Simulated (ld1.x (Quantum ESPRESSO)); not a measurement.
# Configuration tests for gallium (Ga) (TM)

ld1.x (Quantum ESPRESSO) 7.5 input, shortened:

```
&input
   title='Ga', zed=31., rel=1, dft='WC', iswitch=3,
   config='[Ar] 3d10 4s1.5 4p1.5'
 /
 &inputp
   pseudotype=2, tm=.true., lloc=2,
   nlcc=.true., new_core_ps=.true.
 /
3
4S  1  0   1.50   0.00  1.80  1.80  0.0
4P  2  1   1.50   0.00  1.65  1.65  0.0
3D  3  2  10.00   0.00  0.92  0.92  0.0
 &test
   configts(1)='3d10 4s1.5 4p1.5'
 /
```

Energies are relative to the spin-unpolarised reference configuration 3d10 4s1.5 4p1.5; without spin polarisation the order of configurations can differ from experiment. Not all tests gave a result: 1 of 7 tests not solved or not reliable. Left out of the table: 3d9 4s2 4p1 (solver errors, printed error -41.1 eV).

```csv
valence configuration,charge,ΔE all-electron (eV),error AE − PS (meV)
3d10 4s1 4p0,+2,23.607,-7.9
3d9 4s2 4p2,0,17.063,-310
3d10 4s1 4p1,+1,9.871,-0.6
3d10 4s0 4p0,+3,54.739,-67
```

Q: What are ΔE and the potential's error for 3d10 4s2 4p1?

A: ΔE = -3.255 eV all-electron; the error (AE − PS) is +0.2 meV.

Q: What are ΔE and the potential's error for 3d10 4s2 4p0?

A: ΔE = 2.424 eV all-electron; the error (AE − PS) is -0.3 meV.

Note: ghost states, extra bound levels that the all-electron valence spectrum of the same l lacks: s at -573.2 eV, p at -214.0 eV. A true bound ghost makes a file unfit for plane-wave use.
